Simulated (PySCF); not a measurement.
Atomic charges against the basis set

Compound: C₂H₅NO₃Si.
Structure used (PBE0-D3(BJ)/def2-SVP), in Å, numbered top down from 1:
```xyz
12
C2H5NO3Si angstrom
C      1.932    0.034    0.042
O      0.776   -0.726    0.300
Si    -0.768   -0.208    0.269
O     -1.038    0.892    1.448
O     -1.809   -1.460    0.418
C     -1.030    0.612   -1.385
N     -1.166    1.120   -2.418
H      2.788   -0.652   -0.032
H      2.127    0.750    0.857
H      1.852    0.592   -0.907
H     -1.929    1.234    1.564
H     -1.699   -2.217   -0.164
```

PBE0 throughout (PySCF), one geometry, spherical d and f functions. Geometry: PBE0-D3(BJ)/def2-SVP, one conformer, isolated molecule. Atoms taken as equivalent share a column and are averaged. The first 7 of 8 kinds of atom are listed.

Mulliken charges (e):

```json
{"basis": "STO-3G", "functions": "44", "C1": "-0.134", "O2": "-0.387", "Si3": "+1.124", "O4/O5": "-0.449", "C6": "-0.178", "N7": "-0.206", "H8/H9/H10": "+0.085"}
{"basis": "6-31G", "functions": "77", "C1": "-0.214", "O2": "-0.718", "Si3": "+1.453", "O4/O5": "-0.775", "C6": "-0.135", "N7": "-0.272", "H8/H9/H10": "+0.188"}
{"basis": "pcSseg-0", "functions": "77", "C1": "-0.308", "O2": "-0.871", "Si3": "+2.060", "O4/O5": "-0.839", "C6": "-0.357", "N7": "-0.381", "H8/H9/H10": "+0.235"}
{"basis": "6-31G*", "functions": "112", "C1": "-0.274", "O2": "-0.545", "Si3": "+1.053", "O4/O5": "-0.707", "C6": "-0.037", "N7": "-0.266", "H8/H9/H10": "+0.188"}
{"basis": "cc-pVDZ", "functions": "127", "C1": "+0.072", "O2": "-0.402", "Si3": "+0.764", "O4/O5": "-0.321", "C6": "-0.212", "N7": "-0.113", "H8/H9/H10": "+0.056"}
{"basis": "def2-SVP", "functions": "127", "C1": "+0.124", "O2": "-0.490", "Si3": "+0.935", "O4/O5": "-0.383", "C6": "-0.323", "N7": "-0.065", "H8/H9/H10": "+0.054"}
{"basis": "aug-cc-pVDZ", "functions": "210", "C1": "+0.855", "O2": "-0.996", "Si3": "+2.310", "O4/O5": "-0.725", "C6": "+0.030", "N7": "-0.376", "H8/H9/H10": "-0.203"}
{"basis": "6-311+G(2d,p)", "functions": "227", "C1": "-0.314", "O2": "-0.690", "Si3": "+1.953", "O4/O5": "-0.719", "C6": "-0.330", "N7": "-0.241", "H8/H9/H10": "+0.162"}
{"basis": "def2-TZVP", "functions": "253", "C1": "-0.224", "O2": "-0.310", "Si3": "+0.758", "O4/O5": "-0.497", "C6": "-0.286", "N7": "-0.029", "H8/H9/H10": "+0.136"}
{"basis": "cc-pVTZ", "functions": "284", "C1": "-0.098", "O2": "-0.286", "Si3": "+0.641", "O4/O5": "-0.324", "C6": "-0.248", "N7": "-0.058", "H8/H9/H10": "+0.092"}
{"basis": "IGLO-III", "functions": "304", "C1": "-0.271", "O2": "-0.459", "Si3": "+1.399", "O4/O5": "-0.604", "C6": "-0.119", "N7": "-0.309", "H8/H9/H10": "+0.135"}
{"basis": "pcSseg-2", "functions": "329", "C1": "+0.144", "O2": "-0.552", "Si3": "+1.195", "O4/O5": "-0.504", "C6": "-0.224", "N7": "-0.139", "H8/H9/H10": "+0.044"}
```

IAO charges (e):

```tsv
basis	functions	C1	O2	Si3	O4/O5	C6	N7	H8/H9/H10
STO-3G	44	-0.258	-0.461	+1.354	-0.579	-0.228	-0.153	+0.129
6-31G	77	-0.234	-0.600	+1.469	-0.745	-0.213	-0.162	+0.156
pcSseg-0	77	-0.215	-0.606	+1.509	-0.737	-0.221	-0.169	+0.148
6-31G*	112	-0.196	-0.633	+1.594	-0.772	-0.222	-0.188	+0.144
cc-pVDZ	127	-0.194	-0.628	+1.574	-0.768	-0.222	-0.183	+0.143
def2-SVP	127	-0.186	-0.627	+1.581	-0.766	-0.224	-0.181	+0.140
aug-cc-pVDZ	210	-0.203	-0.637	+1.593	-0.787	-0.211	-0.195	+0.148
6-311+G(2d,p)	227	-0.206	-0.647	+1.626	-0.796	-0.218	-0.196	+0.150
def2-TZVP	253	-0.203	-0.650	+1.641	-0.797	-0.222	-0.195	+0.148
cc-pVTZ	284	-0.204	-0.645	+1.628	-0.794	-0.221	-0.192	+0.148
IGLO-III	304	-0.205	-0.649	+1.637	-0.799	-0.219	-0.197	+0.149
pcSseg-2	329	-0.203	-0.650	+1.640	-0.799	-0.222	-0.194	+0.148
```

Hirshfeld charges (e):

```csv
basis,functions,C1,O2,Si3,O4/O5,C6,N7,H8/H9/H10
STO-3G,44,+0.044,-0.240,+0.690,-0.267,-0.108,-0.183,+0.017
6-31G,77,-0.004,-0.259,+0.580,-0.315,-0.064,-0.168,+0.050
pcSseg-0,77,-0.014,-0.241,+0.590,-0.315,-0.060,-0.175,+0.045
6-31G*,112,-0.005,-0.229,+0.517,-0.292,-0.044,-0.194,+0.048
cc-pVDZ,127,-0.024,-0.212,+0.533,-0.287,-0.056,-0.187,+0.046
def2-SVP,127,-0.025,-0.216,+0.537,-0.291,-0.048,-0.192,+0.047
aug-cc-pVDZ,210,-0.033,-0.231,+0.575,-0.296,-0.046,-0.198,+0.051
"6-311+G(2d,p)",227,-0.025,-0.232,+0.564,-0.295,-0.046,-0.200,+0.050
def2-TZVP,253,-0.029,-0.225,+0.552,-0.294,-0.043,-0.199,+0.050
cc-pVTZ,284,-0.031,-0.222,+0.554,-0.293,-0.045,-0.197,+0.049
IGLO-III,304,-0.034,-0.224,+0.557,-0.292,-0.041,-0.203,+0.050
pcSseg-2,329,-0.034,-0.229,+0.565,-0.298,-0.041,-0.198,+0.051
```

Some averages cover members that differ in this geometry, most widely: H8/H9/H10, Mulliken in aug-cc-pVDZ -0.300 to -0.154; H8/H9/H10, IAO in 6-31G +0.142 to +0.172; H8/H9/H10, IAO in pcSseg-0 +0.135 to +0.162; H8/H9/H10, Mulliken in cc-pVTZ +0.082 to +0.107 e.

Question: Which scheme is steadiest as the basis changes?

Answer: Largest range over the bases for any column: Hirshfeld 0.17 e, IAO 0.29 e, Mulliken 1.67 e. Hirshfeld charges move least and Mulliken charges most, counted in e. Without the minimal STO-3G basis the ranges are Hirshfeld 0.07, IAO 0.17, Mulliken 1.67 e.

Question: How much do the charges still move between the two largest bases, IGLO-III and pcSseg-2?

Answer: At most, over all atoms: Mulliken 0.415 e, IAO 0.003 e, Hirshfeld 0.008 e.

Question: What do the same runs give for the total energy, the frontier levels and the dipole moment?

Answer: 
```tsv
basis	energy (Eh)	HOMO (eV)	LUMO (eV)	μ (D)
STO-3G	-640.5205	-4.90	4.13	2.07
6-31G	-648.5170	-8.86	-0.39	0.89
pcSseg-0	-647.5447	-8.85	-0.40	1.14
6-31G*	-648.7076	-8.79	-0.03	1.81
cc-pVDZ	-648.7457	-8.77	-0.05	1.92
def2-SVP	-648.3755	-8.85	-0.13	1.85
aug-cc-pVDZ	-648.7857	-9.02	-0.59	2.10
6-311+G(2d,p)	-648.8799	-9.07	-0.57	2.06
def2-TZVP	-648.9214	-9.02	-0.42	2.08
cc-pVTZ	-648.9034	-8.97	-0.32	2.10
IGLO-III	-648.9265	-9.04	-0.47	2.16
pcSseg-2	-648.9285	-9.07	-0.50	2.02
```

The dipole is fixed by the density alone, so its range of 1.27 D shows that the density itself changes with the basis, not only its division among atoms.
